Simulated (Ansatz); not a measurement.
Consider the formal exchange of groups at the In–S bond: `[F][In]([F])[SH]` + CH₃OH → `O[CH2][In]([F])[F]` + H₂S.

Program: Ansatz. Geometries: PBE0-D4/def2-TZVP. ΔE: electronic, gas phase. CCSD(T)/CBS adds triple-zeta CCSD(T) − MP2 to the extrapolated MP2 energy (def2 sets, frozen cores). This one scheme is used for every species. DFT in def2-TZVPP. def2 core potentials past Kr. For In outer-core shells are correlated without core-valence functions, which leaves a few kJ/mol of doubt a bond. Each species was taken in one conformer, which may not be the lowest.

```json
{"level": "PBE0-D4", "ΔE (kJ/mol)": "101.2", "difference from CCSD(T)/CBS": "-3.0"}
{"level": "r2SCAN0-D4", "ΔE (kJ/mol)": "105.0", "difference from CCSD(T)/CBS": "0.8"}
{"level": "BHLYP-D4", "ΔE (kJ/mol)": "111.5", "difference from CCSD(T)/CBS": "7.3"}
{"level": "ωB97M-V", "ΔE (kJ/mol)": "102.7", "difference from CCSD(T)/CBS": "-1.5"}
{"level": "B2PLYP", "ΔE (kJ/mol)": "102.3", "difference from CCSD(T)/CBS": "-1.9"}
{"level": "revPBE", "ΔE (kJ/mol)": "93.2", "difference from CCSD(T)/CBS": "-11.0"}
{"level": "BLYP", "ΔE (kJ/mol)": "88.5", "difference from CCSD(T)/CBS": "-15.7"}
{"level": "BHLYP", "ΔE (kJ/mol)": "112.0", "difference from CCSD(T)/CBS": "7.8"}
{"level": "MP2/def2-TZVPP", "ΔE (kJ/mol)": "104.4", "difference from CCSD(T)/CBS": "0.2"}
{"level": "MP2/CBS(def2)", "ΔE (kJ/mol)": "105.4", "difference from CCSD(T)/CBS": "1.2"}
{"level": "CCSD(T)/CBS", "ΔE (kJ/mol)": "104.2", "difference from CCSD(T)/CBS": "0"}
```

Largest T1 diagnostic among the species: 0.016.

At CCSD(T), def2-SVP lies +6.5 kJ/mol from the extrapolated value and def2-TZVPP −1.0 kJ/mol. From BLYP to BHLYP (50 % exact exchange), in def2-TZVPP and without D4, ΔE moves by +23.4 kJ/mol. In def2-TZVPP, CCSD(T) changes the Hartree–Fock value by −31.1 kJ/mol (the triples alone add −3.5 kJ/mol) and MP2 by −29.9 kJ/mol.
